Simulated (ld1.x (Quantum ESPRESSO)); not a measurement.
## titanium (Ti): one change to an ultrasoft potential, before and after

titanium (Ti), ultrasoft, made with ld1.x (Quantum ESPRESSO) 7.5 (Wu–Cohen, scalar-relativistic). Core [Ar], reference 3d2 4s2 4p0. Waves: 4s (bound): rcut 2.05, rcutus 2.90 bohr; 4s channel at 3.05 Ry: rcut 2.05, rcutus 2.90 bohr; 4p (bound, empty): rcut 2.20, rcutus 2.70 bohr; 4p channel at 1.95 Ry: rcut 2.20, rcutus 2.70 bohr; 3d (bound): rcut 1.10, rcutus 1.15 bohr; 3d channel at 4.9 Ry: rcut 1.10, rcutus 1.15 bohr; 4f channel at 0.05 Ry: rc 2.80 bohr. Local part: the f channel. Core correction: none. Augmentation charge: PSQ, radius 1.10 bohr.

Change: wave 4f channel at 0.05 Ry: rc 2.80 bohr becomes 4f channel at 0.05 Ry: rc 4.16 bohr.

Cutoffs: the cutoffs (Ry, on a coarse ladder) from which the occupation-weighted sum of valence levels, in a spherical-Bessel basis at the reference potential, stays within 10 and 1 mRy of its value at 400 Ry; they do not see the model core or the augmentation charge, which bear on the density cutoff. Errors are all-electron minus pseudo energies relative to the spin-unpolarised reference configuration.

Question: How do hardness, ghosts and transferability respond?

Answer: The potential gets neither clearly harder nor softer (70 Ry and 100 Ry → 70 Ry and 110 Ry); of the 7 tests that both files solve, the error grows in 0 and shrinks in 4 by more than 15 % and 0.3 meV (median size 28.6 → 19.8 meV); neither file shows a bound ghost. That the errors move this way runs against the usual rule that smaller radii transfer better.

| quantity | base | changed |
| --- | --- | --- |
| cutoff, loose | 70 Ry | 70 Ry |
| cutoff, tight | 100 Ry | 110 Ry |
| bound ghosts | none | none |
| error for 3d2 4s1 4p0, meV [ΔE 7.37 eV] | -14 | -14 |
| error for 3d2 4s0 4p0, meV [ΔE 20.78 eV] | +48 | +51 |
| error for 3d1 4s0 4p0, meV [ΔE 47.71 eV] | -76 | -58 |
| error for 3d1 4s2 4p0, meV [ΔE 9.78 eV] | +30 | +21 |
| error for 3d3 4s0 4p0, meV [ΔE 7.32 eV] | -25 | -19 |
| error for 3d2 4s1.5 4p0, meV [ΔE 2.95 eV] | -2.4 | -2.4 |
| error for 3d2 4s0 4p2, meV [ΔE 6.32 eV] | +29 | +20 |
| lowest overlap eigenvalue by channel | s 0.75, p 0.64, d 1.00 | s 0.77, p 0.64, d 1.00 |
